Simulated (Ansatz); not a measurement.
Frontier orbitals of `CB(C)F`.

Z-matrix (Å, degrees):
```
C
B 1 1.563
H 1 1.092 2 112.8
H 1 1.098 2 107.8 3 -116.8
H 1 1.092 2 113.1 3 125.1
C 2 1.563 1 125.0 3 30.8
F 2 1.337 1 117.5 3 -149.2
H 6 1.092 2 113.0 1 28.4
H 6 1.098 2 107.8 1 -88.7
H 6 1.092 2 112.9 1 153.5
```

Charge 0, multiplicity 1. Geometry: relaxed with PBE0-D4/def2-TZVP. Basis def2-TZVPP, the Gaussian-basis code of Ansatz.

| functional | HOMO (eV) | LUMO (eV) | gap (eV) |
| --- | --- | --- | --- |
| LDA (SPW92) | -7.30 | -1.19 | 6.11 |
| PBE | -7.17 | -0.93 | 6.24 |
| BLYP | -7.11 | -0.81 | 6.30 |
| B97M-V | -7.61 | -0.48 | 7.13 |
| PBE0 | -8.69 | 0.12 | 8.81 |
| r2SCAN0 | -8.90 | 0.39 | 9.29 |
| BHLYP | -10.16 | 1.21 | 11.37 |
| LC-ωPBE | -11.51 | 2.53 | 14.04 |
| ωB97X-V | -11.16 | 2.41 | 13.57 |
| ωB97M-V | -11.03 | 1.97 | 13.00 |

**Question.** What is the vertical ionisation energy at frozen-core CCSD(T)/CBS(def2)? (An estimate is asked.)

**Answer.** Ansatz gave: 11.47 eV (T1 of the cation 0.022).

From PBE to PBE0 the HOMO moves by −1.52 eV and the LUMO by +1.06 eV, and with ωB97M-V by −3.87 and +2.91 eV, so the gap grows from 6.23 to 13.01 eV with exact exchange. A positive LUMO is unbound and depends on the basis. −ε(HOMO) differs from that ionisation energy by −4.30 eV with PBE and −0.43 eV with ωB97M-V.

LC-ωPBE has ω = 0.4 bohr⁻¹.
